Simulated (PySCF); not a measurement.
**Static response to an electric field**

Compound: C₆H₁₃FO.
Geometry (PBE0-D3(BJ)/def2-SVP, Å), atoms numbered from 1 in this order:
```
atom  x, y, z in Å
C1     2.7960    0.4315    0.9442
O2     1.4347    0.5780    0.6927
C3     0.9121   -0.3988   -0.1579
C4    -0.5661   -0.1303   -0.4233
C5    -1.1205   -1.2461   -1.3070
C6    -0.7443    1.2292   -1.0998
C7    -1.2942   -0.1318    0.9178
F8    -2.6429    0.0661    0.7345
H9     3.3964    0.4858    0.0146
H10    3.1078    1.2483    1.6099
H11    3.0255   -0.5330    1.4393
H12    1.0365   -1.4086    0.2904
H13    1.4588   -0.4113   -1.1247
H14   -0.6298   -1.2515   -2.2926
H15   -2.1994   -1.1056   -1.4623
H16   -0.9728   -2.2362   -0.8460
H17   -0.3172    1.2203   -2.1148
H18   -0.2391    2.0160   -0.5215
H19   -1.8118    1.4800   -1.1781
H20   -0.9045    0.6679    1.5667
H21   -1.1549   -1.1013    1.4291
```

Level: CAM-B3LYP/def2-SVPD (PySCF), static field, nuclei fixed, core orbitals frozen in the response. The polarisability tensor in these axes (au):

```
x   86.07  1.89  4.45
y    1.89 76.73  0.90
z    4.45  0.90 77.69
```

Q: Diagonalise the tensor; give its mean and Δα, where Δα² is half the sum of the squared differences of the eigenvalues.

A: Principal values 75.76, 76.36 and 88.37 au; mean 80.16 au = 11.88 Å³ = 13.22 × 10⁻⁴⁰ C²·m²/J; Δα = 12.31 au (15 % of the mean).

Q: What is the dipole moment, and where does it point?

A: (2.57, -0.96, -0.40) D, 2.77 D in size, pointing from the negative to the positive side. Measured along this direction, the outermost atoms are F8 at the negative end and H9 at the positive end.

Q: Find the Langevin capture rate constant for H3+ (3.023 u) meeting this molecule (120.095 u), k = 2.342 × 10⁻⁹ cm³/s × √(α in Å³ / reduced mass in u).

A: The reduced mass is 2.95 u, so k = 4.70 × 10⁻⁹ cm³/s. The formula leaves out the permanent dipole, which adds to the capture rate.

Q: What depolarisation ratio follows for Rayleigh scattering of linearly polarised light, taking the static tensor?

A: ρ = 3Δα²/(45ᾱ² + 4Δα²) = 454.9/(289184 + 606.5) = 0.00157.

Q: Molar refractivity from α?

A: Lorentz–Lorenz: R = (4π/3)N_A α = 2.5225 cm³/(mol·Å³) × 11.88 Å³ = 30.0 cm³/mol, in the limit of long wavelengths.

Q: Refractivity n − 1 of an ideal gas of it at 350 K and 1 atm, from the electronic α?

A: N = p/kT = 2.0968 × 10¹⁹ cm⁻³, so n − 1 = 2π × N × 11.88 × 10⁻²⁴ cm³ = 1565 × 10⁻⁶ at long wavelengths, for an ideal gas.

Q: Along which axes do the principal values lie, and how far do the nuclei extend along each?

A: Largest value along (0.90, 0.18, 0.39), where the nuclei span 6.41 Å; middle along (-0.21, 0.98, 0.05), 4.01 Å; least along (-0.37, -0.13, 0.92), 3.86 Å. 

One conformer (not necessarily the lowest) at the PBE0-D3(BJ)/def2-SVP geometry, without solvent, vibrations or thermal averaging.
